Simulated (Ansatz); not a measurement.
`[SiH3]C=S` + `[OH][Al]([Cl])[Br]` → `[SiH3][O][Al]([Cl])[Br]` + `C=S`  (ligand exchange at the Si–C bond)

Gas-phase electronic energies from Ansatz, PBE0-D4/def2-TZVP geometries. CCSD(T)/CBS is the MP2 limit (def2-TZVPP, def2-QZVPP) plus CCSD(T) − MP2 in def2-TZVPP, frozen cores. This one scheme is used for every species. For Br outer-core shells are correlated without core-valence functions, which leaves a few kJ/mol of doubt a bond. Scalar relativity is left out up to krypton. Each species was taken in one conformer, which may not be the lowest.

`[SiH3]C=S`:

Z-matrix (Å, degrees):
```
Si
C 1 1.881
H 1 1.488 2 108.6
H 1 1.480 2 109.6 3 121.3
H 1 1.488 2 108.6 3 -117.3
S 2 1.611 1 123.9 3 -121.3
H 2 1.095 1 117.6 3 58.7
```

`[OH][Al]([Cl])[Br]`:

```xyz
5

O     1.169    0.619    0.247
Al   -0.273   -0.070   -0.266
Cl   -0.882    0.260   -2.218
Br   -1.525   -1.318    1.105
H     1.511    0.509    1.133
```

`[SiH3][O][Al]([Cl])[Br]`:

Cartesian coordinates in Å:
```
Si 1.126 -1.018 0.038
O -0.050 0.101 -0.106
Al -1.295 1.199 -0.102
Cl -1.686 2.334 -1.793
Br -2.557 1.462 1.718
H 1.295 -1.731 -1.253
H 0.766 -1.998 1.095
H 2.401 -0.349 0.403
```

`C=S`:

```xyz
4

C    -0.028   -0.049    0.094
S     0.378    0.666   -1.278
H     0.239   -1.084    0.310
H    -0.589    0.467    0.874
```

| species | MP2/CBS(def2) energy (Eh) |
| --- | --- |
| `[SiH3]C=S` | -727.20171 |
| `[OH][Al]([Cl])[Br]` | -3351.03892 |
| `[SiH3][O][Al]([Cl])[Br]` | -3641.33647 |
| `C=S` | -436.94605 |

**Question.** Work out ΔE.

**Answer.** ΔE = (-3641.33647) + (-436.94605) − (-727.20171) − (-3351.03892) = -0.04189 Eh = -26.3 kcal/mol. CCSD(T)/CBS gives -26.3 kcal/mol.

Largest T1 diagnostic among the species: 0.016.

Leaving LDA and LC-ωPBE aside and taking each functional with its dispersion term where it has one, the values, not all of them listed here, spread over 7.6 kcal/mol, from BHLYP-D4 to revPBE-D4. From r2SCAN to r2SCAN0 (25 % exact exchange), in def2-TZVPP and without D4, ΔE moves by −1.1 kcal/mol.
